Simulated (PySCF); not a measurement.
**Working out the ionisation energy of Ge⁺**

Ge⁺ [Ar] 3d10 4s2 4p1 (2P) → Ge²⁺ [Ar] 3d10 4s2 (1S). All numbers are calculated (PySCF 2.14, no relativity, point nucleus, in aug-pcseg-2 (7s6p4d2f, 59 functions)). Frozen: [Ar] 3d10. Energies in hartree (1 hartree = 27.21139 eV):

| part | Ge⁺ (lower) | Ge²⁺ (upper) |
| --- | --- | --- |
| UHF | -2075.059490 | -2074.498790 |
| MP2 opposite-spin | -0.034873 | -0.028806 |
| MP2 same-spin | -0.002513 | 0.000000 |

Question: What does Hartree-Fock give?

Answer: (-2074.498790) − (-2075.059490) = 0.560700 hartree = 15.257 eV.

Question: What do MP2 and SCS-MP2 (6/5 opposite-spin, 1/3 same-spin) give?

Answer: The opposite-spin parts differ by 0.165 eV and the same-spin parts by 0.068 eV. MP2: 15.257 + (0.165) + (0.068) = 15.490 eV. SCS-MP2: 15.257 + 1.2 × (0.165) + (0.068)/3 = 15.478 eV.

Measured between the centres of the two terms (NIST): 15.789 eV, so MP2 (valence) is off by -0.299 eV.

The calculation is non-relativistic.

What remains against the reference includes basis incompleteness, the frozen core and correlation beyond second order.
